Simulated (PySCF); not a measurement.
ClH2Si, SMILES [SiH2]Cl, multiplicity 2.

The structure is a stationary point at PBE-D3(BJ)/def2-TZVP. The isomer is the one that the SMILES or the coordinates give; other isomers of the formula were not compared.

The numbers are results of PBE-D3(BJ)/def2-TZVP (PySCF), not measurements.

Frequencies are harmonic and unscaled.

Computed harmonic wavenumbers and intensities:
```tsv
mode	ν (cm⁻¹)	IR (km/mol)	moving atoms (share of kinetic energy)
1	529	60.5	Si 51 %, Cl 46 %
2	623	11.7	H 93 %
3	690	51.4	H 89 %, Si 10 %
4	882	74.9	H 96 %
5	2111	51.8	H 98 %
6	2155	101.0	H 95 %
```
